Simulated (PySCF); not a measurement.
## A small calculation by hand: oscillator strength and radiative lifetime

Se(Me)(OSiH3) (CH₆OSeSi), SMILES C[Se]O[SiH3].

Geometry optimised at TPSSh-D3(BJ)/def2-SVP. This is a generated structure with no PubChem entry under its InChIKey; it may be hypothetical. Other conformers were not sampled.

TDDFT-PBE0/def2-SVPD run with PySCF puts the first singlet state with f over 0.02 at 5.62 eV (vertical), with the transition dipole (0.021, -0.050, -0.477) in atomic units.

Task: Find the oscillator strength, the wavelength and the radiative lifetime that this transition would have in vacuum if emission retraced absorption.

Result: 
|μ|² = 0.2305 au, so |μ| = 1.22 D. ΔE = 5.62/27.211 = 0.2065 hartree. f = (2/3) ΔE |μ|² = 0.032 (the program prints 0.032).
λ = 1239.84/5.62 = 221 nm; ν = 45328 cm⁻¹.
Einstein's coefficient A = 0.6670 ν² f s⁻¹ (ν in cm⁻¹) = 4.3e7 s⁻¹, so τ = 1/A = 23 ns. This state is S4; the lower singlets have f = 0.000, 0.000, 0.008. The figure is the radiative limit of this one transition; relaxation, internal conversion, crossing to triplets and a medium change what is measured.
